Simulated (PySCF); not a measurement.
Bi(Cl)2(Me) (CH3BiCl2), SMILES [Cl][Bi]([Cl])[CH3].

Geometry optimised at B3LYP-D3(BJ)/def2-SVP. The structure was generated by enumeration; whether it is a known compound was not checked. The def2 effective core potentials stand for the cores of Bi; spin–orbit coupling is left out.

Computed with PBE/def2-TZVP (PySCF).

Isolated molecule, no solvent.

Q: Estimate the frontier levels, gap, dipole moment and polarisability. (An estimate is asked for; the answer gives what the named calculation found.)

A: 
```yaml
highest_occupied_level: -6.62 eV
lowest_empty_level: -2.87 eV
orbital_gap: 3.76 eV
dipole_moment: 4.01 D
quadrupole, principal values (traceless, Buckingham form, about the centre of nuclear charge): -7.14, 2.42, 4.73 D·Å
mean_static_polarisability: 83.9 bohr³ (12.44 Å³)
polarisability_principal_values: 71.7, 85.1, 95.0 bohr³
```
